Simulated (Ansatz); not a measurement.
Ansatz (a quantum-chemistry and plane-wave program) input (CCSD(T)/aug-cc-pV(D+d)Z):
A basis named .json is the Basis Set Exchange file of that set.

Ansatz 0.2 input:
```yaml
crystal:
  periodic: [false, false, false]
  atoms:
    - {symbol: Si, position_ang: [-0.02969266, -0.19954636, -0.23417948]}
    - {symbol: Cl, position_ang: [0.52977633, 0.15869490, 1.64596283]}
    - {symbol: O, position_ang: [-0.66718019, 1.33898245, -0.92730429]}
    - {symbol: O, position_ang: [1.14832720, -0.38636354, -1.29314883]}
    - {symbol: O, position_ang: [-1.37426810, -1.03752885, -0.41843412]}
    - {symbol: H, position_ang: [-0.14117385, 1.83031987, -1.58241413]}
    - {symbol: H, position_ang: [2.01138750, -0.77342843, -1.11258525]}
    - {symbol: H, position_ang: [-1.69168341, -1.72931354, 0.17146162]}
    - {symbol: H, position_ang: [-1.62406193, 1.44753740, -1.06821988]}
basis:
  gaussian:
    orbitals: aug-cc-pV_D+d_Z.json
total_charge: 1
magnetization: {spin_polarized: false}
correlation: {method: ccsd_t, electrons: outside_noble_gas}
output: {forces: true}
```

Output:

```
Functional definition: HF
integrals: 0.60 GiB planned
1637 factors; integrals over basis functions are off by at most 6.0e-4 eV
mean field: 1.05 GiB planned
mean field evaluation 1: about -26532.0977 eV, gradient 6.8e1 eV
mean field evaluation 2: about -26532.3882 eV, gradient 6.9e1 eV
mean field evaluation 4: about -26540.3146 eV, gradient 3.5e0 eV
mean field evaluation 8: about -26540.3702 eV, gradient 2.5e-1 eV
mean field evaluation 16: about -26532.0974 eV, gradient 6.8e1 eV
mean field -26540.37040092 eV, -975.3406225245 hartree, gradient 2.2e-6 eV, S^2 0.000000; 0 other end points of the search recorded, 0 dependent functions left out
13 core orbitals not correlated
reference -26540.37040092 eV, -975.3406225245 hartree; 16, 16 occupied and 140, 140 virtual orbitals, 1637 factors
densities: 3.30 GiB planned
second order -22.94991100 eV of doubles, -0.00000000 eV of singles
coupled cluster: 1.76 GiB planned
cycle   1  -23.19066629 eV  change   -2.4e-1 eV  update   1.0e-1
cycle   2  -23.64716114 eV  change   -4.6e-1 eV  update   2.7e-2
cycle   3  -23.76726686 eV  change   -1.2e-1 eV  update   1.4e-2
cycle   4  -23.76084385 eV  change    6.4e-3 eV  update   2.7e-3
cycle   5  -23.75876623 eV  change    2.1e-3 eV  update   1.1e-3
cycle   6  -23.75926429 eV  change   -5.0e-4 eV  update   3.0e-4
cycle   7  -23.75915301 eV  change    1.1e-4 eV  update   9.5e-5
cycle   8  -23.75909583 eV  change    5.7e-5 eV  update   2.9e-5
cycle   9  -23.75909431 eV  change    1.5e-6 eV  update   9.9e-6
perturbative correction -0.67469218 eV, -0.0247944802 hartree
the calculation of the forces begins
Total energy: -26564.80418741 eV, -976.2385476162 hartree
Atom 0 at    -0.029693    -0.199546    -0.234179 Å, force     0.241465    -0.002772     0.694300 eV/Å
Atom 1 at     0.529776     0.158695     1.645963 Å, force     0.076207     0.068104     0.270473 eV/Å
Atom 2 at    -0.667180     1.338982    -0.927304 Å, force    -0.064673     0.219969    -0.022760 eV/Å
Atom 3 at     1.148327    -0.386364    -1.293149 Å, force     0.426271     0.057596    -0.698966 eV/Å
Atom 4 at    -1.374268    -1.037529    -0.418434 Å, force    -0.725509    -0.239716    -0.299584 eV/Å
Atom 5 at    -0.141174     1.830320    -1.582414 Å, force    -0.017395     0.019216    -0.078395 eV/Å
Atom 6 at     2.011388    -0.773428    -1.112585 Å, force     0.099072    -0.055691     0.086358 eV/Å
Atom 7 at    -1.691683    -1.729314     0.171462 Å, force     0.006810    -0.079507     0.118351 eV/Å
Atom 8 at    -1.624062     1.447537    -1.068220 Å, force    -0.042249     0.012801    -0.069777 eV/Å
Dipole moment:    -0.282428     0.383083    -0.529316 e Å
```

It need not be the lowest isomer of its formula.
